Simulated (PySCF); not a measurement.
Geometries of 3 isomers of C3H10GeO, from PySCF, PBE0-D3(BJ)/def2-SVP geometry optimisation, gas phase. One conformer each, no zero-point energy, no frequencies.

Question: Which is lowest in electronic energy at this level?
A.
```xyz
15
angstrom
Ge     0.005    0.524    0.339
H      0.085    0.729    1.873
C      1.749    0.041   -0.384
H      1.650   -0.228   -1.447
H      2.185   -0.813    0.154
H      2.446    0.889   -0.303
C     -0.777    2.044   -0.574
H     -0.795    1.856   -1.657
H     -0.191    2.955   -0.383
H     -1.807    2.207   -0.229
O     -1.146   -0.814    0.030
C     -0.902   -2.085    0.548
H      0.030   -2.540    0.156
H     -1.734   -2.751    0.266
H     -0.833   -2.092    1.655
```
B.
```xyz
15
angstrom
C     -1.054    1.386    0.236
C     -0.345    0.055    0.415
C     -1.310   -1.102    0.603
O      0.448   -0.198   -0.731
Ge     2.219   -0.303   -0.588
H     -1.689    1.623    1.103
H     -1.687    1.353   -0.665
H     -0.324    2.199    0.107
H      0.291    0.123    1.323
H     -0.760   -2.047    0.724
H     -1.947   -0.953    1.488
H     -1.957   -1.196   -0.283
H      2.588   -1.462    0.363
H      2.720   -0.561   -2.014
H      2.767    1.025   -0.022
```
C.
```xyz
15
angstrom
Ge     0.619    1.299    0.409
H      0.610    1.314    1.956
H      2.081    1.290   -0.097
C     -0.422    2.739   -0.360
H     -0.021    3.715   -0.049
H     -1.467    2.663   -0.027
H     -0.395    2.676   -1.457
O     -0.179   -0.201   -0.141
C      0.323   -1.451    0.254
C     -0.555   -2.542   -0.316
H      1.366   -1.590   -0.097
H      0.352   -1.536    1.361
H     -0.186   -3.538   -0.024
H     -1.588   -2.430    0.046
H     -0.572   -2.483   -1.415
```

Answer: A. That is GeHMe2(OMe), `[H][Ge]([CH3])([CH3])[O]C`, 3.6 kcal/mol below the next.

| SMILES | atoms numbered as above | E (Eh) | relative (kcal/mol) | relative (kJ/mol) | dipole (D) |
| --- | --- | --- | --- | --- | --- |
| [H][Ge]([CH3])([CH3])[O]C | – | -2271.69395 | 0.0 | 0.0 | 1.38 |
| [H][Ge]([H])([CH3])[O]CC | – | -2271.68816 | 3.6 | 15.2 | 0.85 |
| CC(C)[O][GeH3] | [CH3:1][CH:2]([CH3:3])[O:4][GeH3:5] | -2271.68075 | 8.3 | 34.7 | 1.10 |
